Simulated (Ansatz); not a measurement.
Species: sum formula H$_{4}$SiNO$_{3}$, charge -1, multiplicity 1. It need not be the lowest isomer of its formula. Whether it binds its extra electron was not tested at this geometry. 
Geometry from a B3LYP-D3(BJ)/def2-TZVP (Ansatz, a quantum-chemistry and plane-wave program) optimisation:
```xyz
9

N     -0.2734    -0.5083     1.6317
Si    -0.0446    -0.0168     0.0792
O      1.5564    -0.4136    -0.3051
O     -0.2402     1.6199    -0.3023
O     -0.9562    -0.6479    -1.1987
H     -1.1998    -0.3995     2.0291
H      1.9127    -0.7822     0.5102
H     -0.0960     2.1137     0.5091
H     -0.9593    -1.6058    -1.1299
```
Charge -1, spin multiplicity 1.

Basis-set convergence of Hartree-Fock and MP2 correlation energies (hartree) with Ansatz. Cores are frozen in the correlated levels unless marked. No spin-orbit coupling. No relativistic terms. This anion needs diffuse functions, which these sets lack.

| basis | functions | E(HF) | E(corr, MP2) |
|---|---|---|---|
| cc-pV(D+d)Z | 99 | -570.46023 | -0.83389 |
| cc-pV(T+d)Z | 215 | -570.59941 | -1.07230 |
| cc-pV(Q+d)Z | 404 | (withheld) | (withheld) |

Q: Fill in the missing entries.

A: 
- cc-pV(Q+d)Z, E(HF): -570.63400
- cc-pV(Q+d)Z, E(corr, MP2): -1.16062
